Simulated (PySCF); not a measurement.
B3LYP has the VWN-RPA correlation part, as in Gaussian. Delta-SCF ions had no search for a lower state. Excitations are Tamm–Dancoff values on a coarser integration grid. The basis has no diffuse functions, so Rydberg states are missing or too high.

Z-matrix (Å, degrees):
```
C
C 1 1.4266
C 2 1.3772 1 122.84
H 3 1.0909 2 119.02 1 -180.00
C 3 1.4067 4 120.68 2 -180.00
C 5 1.3719 3 119.59 4 180.00
H 5 1.0920 6 120.85 3 -180.00
H 6 1.0925 5 120.67 7 0.00
C 6 1.4172 8 118.41 5 -180.00
C 9 1.4179 6 119.50 8 0.00
C 10 1.3692 9 120.73 6 -180.00
H 11 1.0923 10 120.68 9 -180.00
H 10 1.0930 11 120.87 12 0.00
C 11 1.4102 12 119.77 10 180.00
C 14 1.3876 11 122.91 12 180.00
H 14 1.0929 15 119.06 1 -180.00
Cl 2 1.7354 3 116.56 4 0.00
Si 15 1.8983 14 112.99 16 0.00
H 18 1.4916 15 114.04 14 116.07
H 18 1.4916 19 110.23 15 -129.78
H 18 1.4986 19 107.06 20 -116.12
```
Charge 0, multiplicity 1.

Predict the HOMO, vertical ionisation energy (Delta-SCF), S1–T1 gap (TDA), S1 oscillator strength and brightest of the four lowest singlets (TDA) from B3LYP-D3(BJ)/def2-TZVP // PBE0-D4/def2-SVP (PySCF).


The HOMO is -6.29 eV. The vertical ionisation energy (Delta-SCF) is 7.96 eV. The S1–T1 gap (TDA) is 1.39 eV, the S1 oscillator strength is 0.130 and the brightest of the four lowest singlets (TDA) comes out as 5.76 eV.
